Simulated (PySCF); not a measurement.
Al(H)(OH)(tBu), SMILES C[C]([AlH][OH])(C)C, GFN2-xTB optimised geometry.

```
17

Al    -1.09     0.04     0.00
H     -1.79     1.40     0.00
O     -2.06    -1.29     0.00
H     -2.63    -2.04     0.00
C      0.95     0.04     0.00
C      1.33     1.52    -0.04
C      1.54    -0.61     1.26
C      1.54    -0.68    -1.22
H      2.41     1.65    -0.02
H      0.90     2.04     0.82
H      0.94     1.99    -0.94
H      1.21    -0.08     2.16
H      1.22    -1.65     1.34
H      2.63    -0.58     1.24
H      1.23    -1.72    -1.25
H      1.21    -0.20    -2.15
H      2.63    -0.65    -1.19
```

Density from PBE0/def2-SVP (PySCF) at that geometry.

Minimum of the electron density along straight lines between bonded atoms, close to the bond critical point (lines longer than 1.1 times the sum of covalent radii, or with two minima, are not listed):

```csv
bond,length / Å,ρ at the minimum / e bohr⁻³,∇²ρ there / e bohr⁻⁵,position (fraction from the first atom)
Al1–H2,1.533,0.086,0.31,0.51
Al1–O3,1.640,0.104,1.07,0.44
O3–H4,0.948,0.361,-2.55,0.82
Al1–C5,2.041,0.077,0.26,0.39
C5–C6,1.532,0.239,-0.52,0.49
C5–C7,1.536,0.237,-0.52,0.49
C5–C8,1.535,0.238,-0.52,0.49
C6–H9,1.091,0.273,-0.98,0.62
C6–H10,1.091,0.274,-0.98,0.62
C6–H11,1.091,0.274,-0.99,0.62
C7–H12,1.090,0.274,-0.98,0.62
C7–H13,1.090,0.275,-0.99,0.62
C7–H14,1.092,0.273,-0.98,0.62
C8–H15,1.090,0.275,-0.99,0.62
C8–H16,1.090,0.274,-0.98,0.62
C8–H17,1.092,0.273,-0.98,0.62
```
